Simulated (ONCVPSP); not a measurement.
**Configuration tests for carbon (C) (ONCV)**

ONCVPSP 4.0.1 input, shortened (lines: element, Z, core and valence counts, functional; n l f; lmax; l rc ep ncon nbas qcut; lloc lpopt rc5 dvloc0; l nproj debl; icmod fcfact rcfact), PBE, scalar-relativistic:

```
  C 6.00    1    2        4      upf
    1    0    2.00
    2    0    1.50
    2    1    2.50
    1
    0    0.85    0.00    4    8    8.80
    1    3.00    0.00    4    8    3.80
    0    5    0.85    0.00
    0    0    1.10
    1    1    1.60
    3    2.25    1.25
```

Energies are relative to the spin-unpolarised reference configuration 2s1.5 2p2.5; without spin polarisation the order of configurations can differ from experiment.

| valence configuration | charge | ΔE all-electron (eV) | error AE − PS (meV) |
| --- | --- | --- | --- |
| 2s2 2p2 | 0 | -4.236 | -16 |
| 2s2 2p1 | +1 | 6.625 | +348 |
| 2s1 2p2 | +1 | 15.379 | -25 |

Question: What are ΔE and the potential's error for 2s2 2p0?

Answer: ΔE = 30.781 eV all-electron; the error (AE − PS) is +2060 meV.

Levels in the configuration 2s2 2p2:

```json
{"level": "2s", "all-electron (eV)": "-13.751", "pseudo (eV)": "-13.596"}
{"level": "2p", "all-electron (eV)": "-5.285", "pseudo (eV)": "-5.194"}
```
